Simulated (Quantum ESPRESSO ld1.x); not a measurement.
Values are calculated unless marked as measured or tabulated.
Orbital energies (hartree) of neutral nitrogen, [He] 2s2 2p3: non-relativistic, with first-order perturbation theory as ld1.x prints it (mass-velocity, Darwin and spin-orbit terms), and from the self-consistent Dirac equation with open shells shared by 2j + 1. Spin-unpolarised spherical Kohn-Sham, PW91, point nucleus, ld1.x of Quantum ESPRESSO 7.5.

1s1/2: non-rel. -14.1425; first order -14.1567; Dirac -14.1511
2s1/2: non-rel. -0.6836; first order -0.6852; Dirac -0.6846
2p1/2: non-rel. -0.2633; first order -0.2641; Dirac -0.2636
2p3/2: non-rel. -0.2633; first order -0.2634; Dirac -0.2628

First order keeps the non-relativistic potential frozen, so it lacks the indirect effect: the contracted s and p shells screen the nucleus better and push d and f levels up in the self-consistent Dirac solution.
